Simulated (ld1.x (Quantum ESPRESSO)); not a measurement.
# u(r) = r·R(r): atom against pseudo-atom (Hf)

Columns: radius, all-electron u(r) and pseudo u(r) of the 5d shell (level -2.71 eV) of hafnium in the configuration [Kr] 4d10 4f14 5s2 5p6 5d2 6s2 6p0; PBEsol, scalar-relativistic, PAW scheme, ld1.x (Quantum ESPRESSO) 7.5.

| r (bohr) | all-electron | pseudo |
| --- | --- | --- |
| 0.148 | 0.1567 | 0.0028 |
| 0.295 | -0.1734 | 0.0214 |
| 0.443 | -0.2624 | 0.0671 |
| 0.590 | -0.1104 | 0.1424 |
| 0.738 | 0.1039 | 0.2426 |
| 0.885 | 0.2945 | 0.3537 |
| 1.033 | 0.4409 | 0.4616 |
| 1.180 | 0.5417 | 0.5509 |
| 1.328 | 0.6059 | 0.6141 |
| 1.475 | 0.6413 | 0.6489 |
| 1.623 | 0.6560 | 0.6607 |
| 1.770 | 0.6558 | 0.6572 |
| 1.918 | 0.6456 | 0.6456 |
| 2.065 | 0.6287 | 0.6287 |
| 2.213 | 0.6075 | 0.6075 |
| 2.360 | 0.5840 | 0.5840 |
| 2.508 | 0.5589 | 0.5589 |
| 2.655 | 0.5335 | 0.5335 |
| 2.802 | 0.5079 | 0.5079 |
| 2.950 | 0.4824 | 0.4824 |
| 3.098 | 0.4573 | 0.4573 |
| 3.245 | 0.4330 | 0.4330 |
| 3.393 | 0.4093 | 0.4093 |
| 3.540 | 0.3865 | 0.3865 |
| 3.688 | 0.3644 | 0.3644 |
| 3.835 | 0.3433 | 0.3433 |

Task: How many radial nodes do the two functions have?

Result: The all-electron 5d function has n − l − 1 = 2; the pseudo-wave has 0, since the states of the same l below it are removed with the core.

Task: At about which radius was the pseudo-wave matched?

Result: 1.95 bohr, where the columns begin to agree (steps of 0.15 bohr).

Task: Is the pseudo-wave norm-conserving?

Result: No, it belongs to a PAW set: the norm inside the radius is not constrained, and the difference is carried by the augmentation charge.
